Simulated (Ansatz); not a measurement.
Program: Ansatz. Geometries: PBE0-D4/def2-TZVP. ΔE: electronic, gas phase. CBS: MP2 limit from def2 TZ/QZ plus the TZ coupled-cluster correction, frozen cores. This one scheme is used for every species. DFT in def2-TZVPP. Elements past krypton have def2 core potentials. For In, Se outer-core shells are correlated without core-valence functions, which leaves a few kJ/mol of doubt a bond. Scalar relativity is left out up to krypton.

Reaction (ligand exchange at the In–Se bond): `C[Se][InH2]` + `[SiH3]N[SiH3]` → `[SiH3][N]([SiH3])[InH2]` + `C[SeH]`

`C[Se][InH2]`:

Z-matrix (Å, degrees):
```
C
Se 1 1.963
H 1 1.088 2 110.8
H 1 1.088 2 108.3 3 -120.4
H 1 1.088 2 108.4 3 120.4
In 2 2.492 1 100.1 3 -0.6
H 6 1.719 2 113.9 1 0.1
H 6 1.712 2 117.1 1 -179.9
```

`[SiH3]N[SiH3]`:

Z-matrix (Å, degrees):
```
Si
N 1 1.726
H 1 1.490 2 112.6
H 1 1.484 2 107.4 3 119.9
H 1 1.489 2 110.9 3 -120.0
Si 2 1.726 1 128.9 3 -109.8
H 2 1.011 1 115.5 3 66.2
H 6 1.490 2 112.6 1 109.8
H 6 1.484 2 107.4 1 -10.1
H 6 1.488 2 110.9 1 -130.1
```

`[SiH3][N]([SiH3])[InH2]`:

```xyz
12

Si    1.350   -1.007    0.107
N    -0.055   -0.017   -0.057
Si   -0.273    1.339    0.990
In   -1.467   -0.453   -1.495
H     1.315   -2.087   -0.916
H     2.602   -0.219   -0.079
H     1.425   -1.638    1.456
H     0.847    2.315    0.866
H    -0.338    0.925    2.422
H    -1.544    2.032    0.642
H    -1.074   -1.821   -2.438
H    -2.787    0.631   -1.499
```

`C[SeH]`:

Cartesian coordinates in Å:
```
C 0.010 -0.419 0.350
Se -0.804 0.761 -0.969
H 0.861 -0.943 -0.079
H -0.759 -1.141 0.622
H 0.305 0.142 1.234
H 0.387 1.599 -1.159
```

```json
{"level": "ωB97M-V", "ΔE (kcal/mol)": "17.9", "difference from CCSD(T)/CBS": "1.4"}
{"level": "PBE-QIDH", "ΔE (kcal/mol)": "18.5", "difference from CCSD(T)/CBS": "2.0"}
{"level": "PBE", "ΔE (kcal/mol)": "19.6", "difference from CCSD(T)/CBS": "3.1"}
{"level": "revPBE", "ΔE (kcal/mol)": "20.0", "difference from CCSD(T)/CBS": "3.5"}
{"level": "BLYP", "ΔE (kcal/mol)": "19.9", "difference from CCSD(T)/CBS": "3.4"}
{"level": "CAM-B3LYP", "ΔE (kcal/mol)": "19.1", "difference from CCSD(T)/CBS": "2.6"}
{"level": "HF/def2-TZVPP", "ΔE (kcal/mol)": "21.5", "difference from CCSD(T)/CBS": "5.0"}
{"level": "MP2/def2-TZVPP", "ΔE (kcal/mol)": "16.1", "difference from CCSD(T)/CBS": "-0.4"}
{"level": "MP2/def2-QZVPP", "ΔE (kcal/mol)": "16.3", "difference from CCSD(T)/CBS": "-0.2"}
{"level": "HF/CBS(def2)", "ΔE (kcal/mol)": "21.1", "difference from CCSD(T)/CBS": "4.6"}
{"level": "CCSD(T)/CBS", "ΔE (kcal/mol)": "16.5", "difference from CCSD(T)/CBS": "0"}
```

Largest T1 diagnostic among the species: 0.015.

Leaving LDA and LC-ωPBE aside and taking each functional with its dispersion term where it has one, the values, not all of them listed here, spread over 2.0 kcal/mol, from B97M-V to r2SCAN0-D4. LDA lies −1.0 kcal/mol from PBE without D4. At CCSD(T), def2-SVP lies −1.0 kcal/mol from the extrapolated value and def2-TZVPP −0.6 kcal/mol.
